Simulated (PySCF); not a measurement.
Two-dimensional NMR puzzle

Compound of formula C8H9P. Correlations simulated from computed shifts and the bond graph:

HSQC (one-bond C–H):
```tsv
δH	δC
8.28	182.1
8.23	182.1
7.78	137.0
7.61	135.9
7.51	132.0
7.45	133.8
2.71	24.0
```

COSY cross peaks (H two or three bonds apart, from the bond graph; peaks can be absent where the dihedral angle is near 90°):
```tsv
δH	δH
8.28	8.23
7.78	7.51
7.61	7.51
7.61	7.45
```

HMBC (two and three bonds, from the bond graph):
```tsv
δH	δC
8.28	154.9
8.23	154.9
7.78	154.9, 145.9, 135.9, 132.0
7.61	145.9, 137.0, 133.8, 132.0
7.51	154.9, 137.0, 135.9, 133.8
7.45	154.9, 145.9, 135.9, 132.0, 24.0
2.71	154.9, 145.9, 133.8
```

Carbons without hydrogens: δ 154.9, 145.9.

PySCF 2.14 calculation with coordinates at the GFN2-xTB level and PBE0/pcSseg-1 with gauge-including orbitals; one computed conformer, no solvent model, no relativistic terms, equivalent nuclei averaged.

Scale: 1H, 13C against TMS (reference shieldings calculated alike).

Exchangeable hydrogens are left out of these lists.

Question: Which molecule is this?

Answer: SMILES C=Pc1ccccc1C.

Atom-mapped SMILES (the numbers label the heavy atoms): `[CH2:1]=[P:2][c:3]1[cH:4][cH:5][cH:6][cH:7][c:8]1[CH3:9]` (H(Xn): hydrogen on atom n). Ha(C1) is cis to C3; Hb(C1) is trans to C3.

- δC 182.1 is C1, a carbon double-bonded to a heavier main-group atom (δH 8.28, 8.23).
- δC 154.9 is C3, a substituted aromatic carbon.
- δC 145.9 is C8, a substituted aromatic carbon.
- δC 137.0 is C4, an aromatic CH (δH 7.78).
- δC 135.9 is C6, an aromatic CH (δH 7.61).
- δC 133.8 is C7, an aromatic CH (δH 7.45).
- δC 132.0 is C5, an aromatic CH (δH 7.51).
- δC 24.0 is C9, a methyl carbon on an aromatic ring (δH 2.71).
- HMBC from δH 8.28 reaches the proton-free carbon C3.
- HMBC from δH 8.23 reaches the proton-free carbon C3.
- HMBC from δH 7.78 reaches the proton-free carbons C3, C8.
- HMBC from δH 7.61 reaches the proton-free carbon C8.
- COSY links 8.28–8.23, 7.78–7.51, 7.61–7.51, 7.61–7.45.

The data come from this structure; uniqueness wasn't tested.

Shifts are as computed. Against solution values, carbons near 30 ppm lie about +3 ppm off and those near 130 ppm about +5 ppm. Of 1211 compounds with measured shifts, 218 miss one by over three times the rms of a fit or turn the order of signals round; such compounds aren't used in these exercises.
